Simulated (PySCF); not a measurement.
How methods differ on the ionisation energy of Cl⁺

Cl⁺ [Ne] 3s2 3p4 (3P) → Cl²⁺ [Ne] 3s2 3p3 (4S), as a difference of total energies. Calculation: PySCF 2.14, in def2-TZVPPD (6s6p4d1f, 51 functions); no relativity, point nucleus. Correlated levels: valence and next inner shell: 1s2 frozen. The calculations carry no spin-orbit coupling.

```tsv
method	ionisation energy (eV)
UHF	22.579
MP2 (valence and next inner shell)	23.356
SCS-MP2 (valence and next inner shell)	23.430
CCSD (valence and next inner shell)	23.467
CCSD(T) (valence and next inner shell)	23.498
```

How much does correlation contribute at CCSD(T) (valence and next inner shell)?

23.498 − (22.579) = 0.919 eV, measured against UHF.

A first-order spin-orbit estimate (lowest level to lowest level, LS coupling) adds 0.040 eV.

Errors of the correlated levels include the incompleteness of this basis and the frozen core.

For comparison: 23.814 eV (measured; NIST Atomic Spectra Database, ionization energies).
